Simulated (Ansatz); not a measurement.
Total energies of CH$_{5}$BOSi.

```xyz
9

O    -0.316   -1.903    1.155
C     0.006   -0.869    0.375
B    -0.639    0.462    0.468
Si    0.194    1.494   -0.852
H     0.214   -2.677    0.939
H     0.796   -1.094   -0.346
H    -1.502    0.764    1.232
H    -0.017    2.910   -1.260
H     1.264    0.913   -1.710
```

Total charge 0; spin multiplicity 1. The bonds changed during the relaxation, so this is another structure than the one it started from. Geometry: relaxed with PBE0-D4/def2-TZVP. It is one conformer, not always the lowest. Basis def2-TZVPP, the Gaussian-basis code of Ansatz.

RPA on PBE orbitals: Hartree–Fock energy of these orbitals -429.17728 Eh, correlation -1.07645 Eh (frozen core).

```json
{"functional": "LDA (SPW92)", "energy without D4 (Eh)": "-428.30579", "D4 term (kJ/mol)": "–"}
{"functional": "PBE", "energy without D4 (Eh)": "-430.34656", "D4 term (kJ/mol)": "-16.1"}
{"functional": "B97M-V", "energy without D4 (Eh)": "-430.58505", "D4 term (kJ/mol)": "–"}
{"functional": "PBE0", "energy without D4 (Eh)": "-430.37792", "D4 term (kJ/mol)": "-13.5"}
{"functional": "B3LYP", "energy without D4 (Eh)": "-430.69947", "D4 term (kJ/mol)": "-26.1"}
{"functional": "r2SCANh", "energy without D4 (Eh)": "-430.55129", "D4 term (kJ/mol)": "-4.1"}
{"functional": "r2SCAN0", "energy without D4 (Eh)": "-430.53569", "D4 term (kJ/mol)": "-4.5"}
{"functional": "HSE06 (plane-wave form)", "energy without D4 (Eh)": "-430.36408", "D4 term (kJ/mol)": "-12.6"}
{"functional": "BHLYP", "energy without D4 (Eh)": "-430.58420", "D4 term (kJ/mol)": "-19.9"}
{"functional": "CAM-B3LYP", "energy without D4 (Eh)": "-430.60140", "D4 term (kJ/mol)": "-13.7"}
{"functional": "LC-ωPBE", "energy without D4 (Eh)": "-430.46651", "D4 term (kJ/mol)": "–"}
{"functional": "ωB97X-V", "energy without D4 (Eh)": "-430.56768", "D4 term (kJ/mol)": "–"}
{"functional": "ωB97M-V", "energy without D4 (Eh)": "-430.57926", "D4 term (kJ/mol)": "–"}
{"functional": "PBE-QIDH", "energy without D4 (Eh)": "-430.26409", "D4 term (kJ/mol)": "–"}
```

Q: Give the same for revPBE, BLYP, r2SCAN, B2PLYP. (Best estimate.)

A: Ansatz gave: 
```json
{"functional": "revPBE", "energy without D4 (Eh)": "-430.57240", "D4 term (kJ/mol)": "-50.4"}
{"functional": "BLYP", "energy without D4 (Eh)": "-430.62624", "D4 term (kJ/mol)": "-35.8"}
{"functional": "r2SCAN", "energy without D4 (Eh)": "-430.56243", "D4 term (kJ/mol)": "-3.9"}
{"functional": "B2PLYP", "energy without D4 (Eh)": "-430.43232", "D4 term (kJ/mol)": "–"}
```

B3LYP takes the VWN-RPA correlation (the form of Gaussian; ORCA's B3LYP/G). HSE06 is the plane-wave form, built on full-range PBE exchange. The double hybrids freeze the cores in their second-order part.

LC-ωPBE has ω = 0.4 bohr⁻¹.
